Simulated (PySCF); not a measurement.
Static polarisabilities and like-pair C6 coefficients by linear response at CAM-B3LYP/def2-SVPD (PySCF, frozen core in the response, non-relativistic, gas phase), PBE0-D3(BJ)/def2-SVP geometries, one conformer each; atomic units unless stated.

```
label                species      α    C6
    P            `CCN(C)CCN`   81.7  2965
    Q         `C#CC#CC#CC#N`  116.8  3424
    R         `C1C(C1)B(N)N`   64.7  1806
    S  `C#C[C@]1(C)C[SiH2]1`   86.9  2689
    T  `CCO[SiH2]C#C[SiH2]O`  108.7  4385
```

**Question.** Estimate the unlike-pair coefficients by the rule C6(AB) = 2·C6(AA)·C6(BB) / [C6(AA)·αB/αA + C6(BB)·αA/αB], and compare with the geometric mean, for PQ, PS, QR, QS, QT, RS, RT and ST.

**Answer.** 
```
pair  combination rule  geometric mean  ratio
  PQ              3061            3186  0.961
  PS              2807            2824  0.994
  QR              2399            2487  0.965
  QS              2989            3035  0.985
  QT              3802            3875  0.981
  RS              2194            2204  0.995
  RT              2806            2814  0.997
  ST              3433            3434  1.000
```

The rule is exact for one-pole polarisabilities and never exceeds the geometric mean; the two meet where both partners have the same effective excitation energy. These unlike-pair values are estimates, not computed integrals.
